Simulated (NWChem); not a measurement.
# Total energies of 1,1-difluoroethane (C2H4F2)

```
C
F 1 1.3712
F 1 1.3712 2 107.69
H 1 1.1161 2 107.65 3 -115.82
C 1 1.5100 4 113.40 2 122.08
H 5 1.1068 1 110.34 4 -60.20
H 5 1.1068 6 108.91 1 -121.25
H 5 1.1075 6 109.03 7 -118.87
```
Charge 0, spin multiplicity 1.

Program: NWChem. Structure: optimised with PBE/def2-SVP, a minimum by its harmonic frequencies.

Basis set: 6-31G* (64 functions).

```csv
method,total energy (Ha)
RHF,-276.93831
MP2,-277.53489
B2PLYP,-278.04309
PBE,-277.99686
B3LYP,-278.29764
TPSS,-278.32381
CCSD(T),-277.57597
```

Total energies of different functionals aren't comparable as a measure of quality: only differences taken within one method are. 

The correlated methods keep 4 core orbitals frozen. B3LYP has NWChem's definition, with VWN1-RPA local correlation. The Pople sets run with spherical d functions. Coupled-cluster values serve here as a point of comparison, not as the truth.
